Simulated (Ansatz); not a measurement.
C2H4BrFSi, SMILES `F[C@H]1C[Si@@H]1Br`, relaxed with RKS PBE0-D4/def2-TZVP in the Gaussian-basis code of Ansatz from a PBE-D4/def2-SVP geometry. The force threshold is 0.005 eV/Å; the program also tests the step.

Charge 0, multiplicity 1.

Start:

```xyz
9

F    -0.330   -1.452    1.532
C     0.265   -0.835    0.457
C    -0.670   -0.318   -0.654
Si    0.283    1.034    0.224
Br    2.027    2.037   -0.737
H     1.146   -1.403    0.098
H    -1.739   -0.327   -0.369
H    -0.503   -0.672   -1.686
H    -0.479    1.936    1.135
```

Question: How much energy does the relaxation release, and in how many steps? (Best estimate.)

Answer: Ansatz gave: 1.09 kcal/mol, in 5 steps.

Question: Which bonds change most? (Best estimate.)

Answer: The calculation gave: C2–Si4 from 1.884 to 1.850 Å; C3–Si4 from 1.873 to 1.844 Å; Si4–Br5 from 2.229 to 2.202 Å; C2–H6 from 1.108 to 1.088 Å.

Question: Give the relaxed structure. (Estimate.)

Answer: The calculation gave: 
```xyz
9

F    -0.322   -1.445    1.513
C     0.271   -0.812    0.454
C    -0.669   -0.310   -0.652
Si    0.267    1.023    0.212
Br    2.006    2.003   -0.717
H     1.129   -1.377    0.095
H    -1.720   -0.331   -0.367
H    -0.497   -0.670   -1.661
H    -0.464    1.920    1.123
```
